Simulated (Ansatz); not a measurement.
```yaml
crystal:
  periodic: [false, false, false]
  atoms:
    - {symbol: C, position_ang: [0.175442, 0.924971, -2.775400]}
    - {symbol: C, position_ang: [0.446235, 1.365758, -1.343230]}
    - {symbol: Ge, position_ang: [-0.004194, -0.000347, 0.000850]}
    - {symbol: C, position_ang: [-1.919088, -0.441267, -0.119464]}
    - {symbol: C, position_ang: [-2.835946, 0.751142, 0.117670]}
    - {symbol: C, position_ang: [0.402446, 0.700931, 1.794856]}
    - {symbol: C, position_ang: [0.095173, -0.280733, 2.917633]}
    - {symbol: C, position_ang: [1.054285, -1.627124, -0.328990]}
    - {symbol: C, position_ang: [2.558414, -1.400909, -0.257320]}
    - {symbol: H, position_ang: [0.753934, 0.034808, -3.038052]}
    - {symbol: H, position_ang: [0.434369, 1.704166, -3.498285]}
    - {symbol: H, position_ang: [-0.879393, 0.679763, -2.927882]}
    - {symbol: H, position_ang: [-0.121183, 2.271339, -1.106575]}
    - {symbol: H, position_ang: [1.500935, 1.629169, -1.215697]}
    - {symbol: H, position_ang: [-2.103262, -0.876601, -1.106685]}
    - {symbol: H, position_ang: [-2.127954, -1.235787, 0.603835]}
    - {symbol: H, position_ang: [-2.682640, 1.185029, 1.109774]}
    - {symbol: H, position_ang: [-2.658353, 1.546057, -0.612119]}
    - {symbol: H, position_ang: [-3.891971, 0.474980, 0.044873]}
    - {symbol: H, position_ang: [-0.162870, 1.628330, 1.930438]}
    - {symbol: H, position_ang: [1.458880, 0.986668, 1.813335]}
    - {symbol: H, position_ang: [0.670297, -1.204912, 2.812010]}
    - {symbol: H, position_ang: [0.331100, 0.136708, 3.900909]}
    - {symbol: H, position_ang: [-0.962285, -0.559425, 2.929693]}
    - {symbol: H, position_ang: [0.771573, -2.019792, -1.310784]}
    - {symbol: H, position_ang: [0.744883, -2.383974, 0.398658]}
    - {symbol: H, position_ang: [2.862828, -1.031537, 0.726005]}
    - {symbol: D, position_ang: [3.119148, -2.321255, -0.445180]}
    - {symbol: H, position_ang: [2.889602, -0.664052, -0.994477]}
basis:
  gaussian: {orbitals: def2-SVP}
hamiltonian: {xc: {name: wB97M-V}}
accuracy: high
scf: {lower_state_search: light}
```

```sh
$ ansatz run in.yaml --threads 4 --pin off --events-out ev --progress --plain --max-ram 46080MiB --backend cpu
```

Q: How does Ansatz answer? (An estimate is asked.)

A: The calculation gave: The input was rejected before any iteration.
```
Error: YAML parse error: error: line 31 column 16: `D` is not an element symbol (H … Og, case-exact)
29 |     - {symbol: H, position_ang: [0.744883, -2.383974, 0.398658]}
30 |     - {symbol: H, position_ang: [2.862828, -1.031537, 0.726005]}
31 |     - {symbol: D, position_ang: [3.119148, -2.321255, -0.445180]}
32 |     - {symbol: H, position_ang: [2.889602, -0.664052, -0.994477]}
33 | basis:
```
